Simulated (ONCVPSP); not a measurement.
Before and after: ONCV potential for W (Z = 74)

```
Element                 : tungsten (W)
Generator               : ONCVPSP 4.0.1
Type                    : optimised norm-conserving Vanderbilt (ONCV)
Functional              : BLYP
Relativity              : fully relativistic
Frozen core             : [Kr] 4d10 4f14
Valence charge          : 14
Reference configuration : 5s2 5p6 5d4 (charge +2)
Partial waves           : 5s: rc 1.25 bohr, ncon 4, nbas 8, qcut 4.9 1/bohr, 2 projectors, debl 2.8 Ha; 5p: rc 1.35 bohr, ncon 5, nbas 9, qcut 5.3 1/bohr, 1 projector; 5d: rc 2.25 bohr, ncon 3, nbas 7, qcut 7 1/bohr, 1 projector
Local potential         : polynomial inside 0.80 bohr (lpopt 5, dvloc0 0 Ha)
Core correction         : Teter function fitted to the true core (icmod 2), fcfact 0.3
```

Open shells are filled in proportion to 2j + 1.

In the s channel the program set the typed energies aside and used -3.487, 0.250 Ha.

Change: s: nbas 9.

Cutoffs: the cutoffs (Ha) at which the residual kinetic energy of the hardest occupied pseudo-wave falls to 1 and 0.1 mHa per electron; they do not see the model core or the augmentation charge, which bear on the density cutoff. Errors are all-electron minus pseudo energies relative to the spin-unpolarised reference configuration.

Task: Predict the effect on cutoff, ghosts and configuration errors.

Result: The potential gets harder (125 Ha and 146 Ha → 146 Ha and 170 Ha); both files keep a bound ghost (p, s); the number of tests with a reliable result goes from 4 to 3; the errors of the 3 common tests hardly move.

| quantity | base | changed |
| --- | --- | --- |
| cutoff, loose | 125 Ha | 146 Ha |
| cutoff, tight | 146 Ha | 170 Ha |
| loose cutoff by channel | s 108 Ha, p 125 Ha, d 15 Ha | s 146 Ha, p 125 Ha, d 15 Ha |
| bound ghosts | s, p3/2, p1/2 | s, p3/2, p1/2 |
| GHOST(+) flags under 300 eV | none | none |
| tests with a reliable result | 4 of 4 | 3 of 4 |
| error for 5s2 5p6 5d4 6s1, meV [ΔE -15.75 eV] | +2.1 | +1.9 |
| error for 5s2 5p6 5d3, meV [ΔE 25.33 eV] | -1.8 | -1.8 |
| error for 5s1 5p6 5d4 6s2, meV [ΔE 60.58 eV] | -92 | -101 |
| s: phases at 1.27 bohr within 0.05 rad from the reference energy up to (Ha; the scan ends near 5) | to the end of the scan | to the end of the scan |
| p3/2: phases at 1.37 bohr within 0.05 rad from the reference energy up to (Ha; the scan ends near 5) | to the end of the scan | to the end of the scan |
| p1/2: phases at 1.37 bohr within 0.05 rad from the reference energy up to (Ha; the scan ends near 5) | -2.1 | -2.1 |
| d5/2: phases at 2.28 bohr within 0.05 rad from the reference energy up to (Ha; the scan ends near 5) | 0.8 | 0.8 |
| d3/2: phases at 2.28 bohr within 0.05 rad from the reference energy up to (Ha; the scan ends near 5) | 0.8 | 0.8 |
| rms error of d²Exc/dni dnj with the model core, mHa | 4.84 | 4.77 |

 A true bound ghost makes a file unfit for plane-wave use even where its test errors are small: the radial tests pick states by their node count and pass the ghost by.
